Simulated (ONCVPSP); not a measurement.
**Scattering properties, ONCV potential for Mn**

```
Element                 : Mn (Z = 25)
Generator               : ONCVPSP 4.0.1
Type                    : optimised norm-conserving Vanderbilt (ONCV)
Functional              : LDA (Perdew-Zunger)
Relativity              : scalar-relativistic
Frozen core             : [Ne]
Valence charge          : 15
Reference configuration : 3s2 3p6 3d6 4s1
Partial waves           : 3s+4s: rc 1.55 bohr, ncon 3, nbas 6, qcut 10.1 1/bohr, 2 projectors; 3p: rc 1.00 bohr, ncon 4, nbas 8, qcut 7.4 1/bohr, 2 projectors, debl 3.8 Ha; 3d: rc 1.20 bohr, ncon 4, nbas 8, qcut 12.1 1/bohr, 3 projectors, debl 0.7 Ha
Local potential         : polynomial inside 0.95 bohr (lpopt 5, dvloc0 3 Ha)
Core correction         : Teter function, fcfact 1.5, rcfact 1.25
```

The phase is arctan(r·R′/R) of the radial function R(r), unwrapped; energies in Ha, scanned from -4 to 5 Ha. A pole is an energy at which the radial function vanishes at the test radius. The pseudo phase is shifted by a multiple of π to meet the all-electron one at the reference energy, and phase errors are pseudo minus all-electron; the curves can meet again beyond the range given. Levels narrower than the energy grid can be missing from the lists of poles.

Task: For each channel, where are the poles, and over which energies does the pseudopotential scatter like the atom?

Result:

```
channel  radius (bohr)  reference energy (Ha)  poles, all-electron  poles, pseudo  unbroken range about the reference energy with phases within 0.05 rad  phase error 1 Ha above the reference energy (rad)
      s           1.57                  -0.16                -2.68          -2.68                                                        the whole range                                             -0.000
      p           1.01                  -1.85                 1.75           1.75                                                        the whole range                                             -0.000
      d           1.22                  -0.13                 1.48           1.48                                                        the whole range                                             -0.000
```

Phases in the p channel:

| E (Ha) | all-electron | pseudo |
| --- | --- | --- |
| -3.98 | 0.076 | 0.076 |
| -3.74 | -0.095 | -0.095 |
| -3.50 | -0.271 | -0.271 |
| -3.26 | -0.442 | -0.442 |
| -3.02 | -0.600 | -0.600 |
| -2.78 | -0.739 | -0.739 |
| -2.54 | -0.859 | -0.859 |
| -2.30 | -0.960 | -0.960 |
| -2.06 | -1.046 | -1.046 |
| -1.82 | -1.119 | -1.119 |
| -1.58 | -1.180 | -1.180 |
| -1.34 | -1.233 | -1.233 |
| -1.10 | -1.279 | -1.279 |
| -0.86 | -1.319 | -1.319 |
| -0.62 | -1.355 | -1.355 |
| -0.38 | -1.386 | -1.386 |
| -0.14 | -1.414 | -1.414 |
| 0.10 | -1.440 | -1.440 |
| 0.34 | -1.463 | -1.463 |
| 0.58 | -1.485 | -1.485 |
| 0.82 | -1.504 | -1.504 |
| 1.06 | -1.523 | -1.523 |
| 1.30 | -1.540 | -1.540 |
| 1.54 | -1.557 | -1.557 |
| 1.78 | -1.573 | -1.573 |
| 2.02 | -1.588 | -1.588 |
| 2.26 | -1.602 | -1.602 |
| 2.50 | -1.616 | -1.616 |
| 2.74 | -1.630 | -1.630 |
| 2.98 | -1.644 | -1.644 |
| 3.22 | -1.657 | -1.657 |
| 3.46 | -1.671 | -1.671 |
| 3.70 | -1.684 | -1.684 |
| 3.94 | -1.698 | -1.698 |
| 4.18 | -1.711 | -1.711 |
| 4.42 | -1.725 | -1.726 |
| 4.66 | -1.740 | -1.740 |
| 4.90 | -1.755 | -1.755 |
